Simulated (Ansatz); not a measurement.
System: sum formula SiBr2Cl (charge 0, doublet). It need not be the lowest isomer of its formula. 
Coordinates optimised at B3LYP-D3(BJ)/def2-TZVP (Ansatz, a quantum-chemistry and plane-wave program):
SMILES: Cl[Si](Br)Br
```xyz
4

Si     0.0118    -0.6722     0.3074
Cl    -0.3627    -1.9222    -1.2875
Br    -1.7139     0.7202     0.5806
Br     1.8853     0.4823    -0.0782
```
Charge 0, spin multiplicity 2.

Property: atomisation energy (electronic, to ground-state atoms), in kJ/mol. Correlated levels leave the core frozen unless marked. Open shells are spin-unrestricted. No spin-orbit coupling. Frozen are the shells of the preceding noble gas and the d and f shells that filled before the atom's block. Non-relativistic. The coupled-cluster limit lacks core correlation, which all-electron functionals hold. CBS(X,Y): correlation extrapolated as X^-3; Hartree-Fock from the larger set.

```
level          program  atomisation energy (kJ/mol)
-------------  -------  ---------------------------
HF/def2-TZVPP   Ansatz                        737.2
```

### Question
What does CCSD(T)/CBS(def2-TZVPP,def2-QZVPP) (Ansatz) give?

### Answer
1041.0 kJ/mol, so HF/def2-TZVPP differs from it by -303.8 kJ/mol.
